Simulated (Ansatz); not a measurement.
This geometry of C₂H₇AlSSi (12 atoms, charge 0, multiplicity 1) is a first-order saddle point.

Level of theory: Ansatz, RKS revPBE/def2-SVP.

```xyz
12
Properties=species:S:1:pos:R:3
C -1.821 0.711 -0.823
Si 0.007 0.164 -0.686
Al 0.652 -1.846 0.357
C 0.613 0.041 1.142
S 2.400 -0.374 1.140
H -2.186 1.103 0.149
H -1.920 1.518 -1.577
H -2.486 -0.122 -1.127
H 0.895 1.036 -1.557
H 0.653 -3.334 0.934
H 0.327 0.694 1.987
H 2.943 0.354 0.095
```

(1) Which two structures does it join? (They come from a converged band through this point; their orientation in space is the band's.)

(2) How far does it lie above each of them?

## Answers

(1) No bond is made or broken. The dihedral H6–C1–Si2–Al3 goes from 16 to 137°. The two ends are copies of one structure, up to a mirror image or an exchange of like atoms.

First end point:

```xyz
12
Properties=species:S:1:pos:R:3
C -1.856 0.563 -0.844
Si -0.048 -0.018 -0.703
Al 0.624 -1.717 0.782
C 0.703 0.309 1.042
S 2.473 -0.180 1.020
H -2.452 0.224 0.026
H -1.911 1.671 -0.899
H -2.325 0.152 -1.762
H 0.776 0.550 -1.846
H 0.635 -3.002 1.728
H 0.509 1.171 1.707
H 2.949 0.223 -0.216
```

Last end point:

```xyz
12
Properties=species:S:1:pos:R:3
C -1.794 0.750 -0.832
Si 0.021 0.197 -0.677
Al 0.640 -1.858 0.292
C 0.582 -0.005 1.156
S 2.369 -0.424 1.184
H -1.905 1.822 -0.564
H -2.152 0.619 -1.874
H -2.451 0.153 -0.167
H 0.918 1.105 -1.502
H 0.630 -3.369 0.806
H 0.277 0.609 2.024
H 2.944 0.347 0.187
```

(2) 5.2 kJ/mol above the first and 5.2 kJ/mol above the second. This is the barrier of this one path; another mechanism may lie lower.

The run took 120 s on 2 threads of Arm Neoverse N1, on a shared host, peak memory 0.16 GiB.
